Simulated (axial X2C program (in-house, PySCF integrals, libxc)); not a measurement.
# Potential curves of TcSe, scalar-relativistic

All values were computed with an axial X2C code built on PySCF integrals. Spin-free means the one-electron spin-free X2C Hamiltonian. Basis: Tc dyall-cv3z [12s12p8d5f3g], Se dyall-cv3z [8s9p6d4f1g] (cores contracted in-house); Gaussian nuclei, density fitting, unrestricted open shells. Masses: Tc 98.907 u, Se 79.917 u.

State: M_S = 5/2, Λ = 0 (beyond evenly filled blocks: σα, π+α, π-α, δ+α, δ-α). Energies in cm⁻¹ from the fragments at the same level (Tc + Se). Fits are polynomials in 1 − R0/R over 0.85 to 1.23 times the lowest point R0.

| R (Å) | PBE | CCSD | PBE0 | CCSD(T) |
| --- | --- | --- | --- | --- |
| 1.9636 | -25262 |  | -22149 |  |
| 2.0539 | -31455 | -19179 | -28181 | -21296 |
| 2.1216 | -34107 | -21875 | -30708 | -23997 |
| 2.1893 | -35496 | -23246 | -31966 | -25355 |
| 2.2570 | -35928 | -23592 | -32261 | -25664 |
| 2.3360 | -35538 | -23046 | -31707 | -25042 |
| 2.4150 | -34464 | -21825 | -30463 | -23710 |
| 2.5166 | -32423 | -19694 | -28203 | -21386 |
| 2.6407 | -29363 |  | -24885 |  |
| 2.8213 | -24528 |  | -19765 |  |

Correlated methods: 13 electrons correlated (number of frozen shells: Tc 4 s, 3 p, 1 d; Se 3 s, 2 p, 1 d), 297 virtual spin orbitals or spinors in MP2, 110 natural virtuals in coupled cluster.

Occupations by symmetry block were frozen at the best pattern of an incomplete PBE0 search. De is counted from the lowest determinant-based energies of the atoms at the same level, without counterpoise correction. Coupled cluster ran in a truncated set of natural virtual spinors; the MP2 energy of the rest was added. (T) has no such correction and the atoms are truncated less, which lowers De at CCSD(T) by a hundredth of an eV or more. The determinant is spin-polarised beyond a pure state at some levels (its spin-free form has ⟨S²⟩ too high), which makes Re and μ there less reliable. The T1 diagnostic is large, a sign of multireference character. Spin-free De lacks the spin–orbit lowering of the heavy p-block atom, a tenth of an eV or more for 4p and 5p, up to an eV for 6p and one to two eV for 7p atoms, less what an open-shell molecule gains itself. Coupled cluster ran on the points near the minimum only. MP2 and coupled cluster on one determinant become unreliable at the stretched end.

Fit the PBE curve near its minimum: give the equilibrium distance, the harmonic wavenumber and the well depth.

At PBE, spin-free: Re = 2.261 Å, ωe ≈ 342 cm⁻¹, De = 4.45 eV to Tc + Se; Be follows as 0.0746 cm⁻¹.

What are Re, ωe and De at the CCSD level?

At CCSD, spin-free: Re = 2.250 Å, ωe ≈ 361 cm⁻¹, De = 2.93 eV to Tc + Se; Be follows as 0.0753 cm⁻¹.

What are Re, ωe and De at the PBE0 level?

At PBE0, spin-free: Re = 2.248 Å, ωe ≈ 353 cm⁻¹, De = 4.00 eV to Tc + Se; Be follows as 0.0755 cm⁻¹.

What are Re, ωe and De at the CCSD(T) level?

At CCSD(T), spin-free: Re = 2.246 Å, ωe ≈ 370 cm⁻¹, De = 3.18 eV to Tc + Se; Be follows as 0.0756 cm⁻¹.
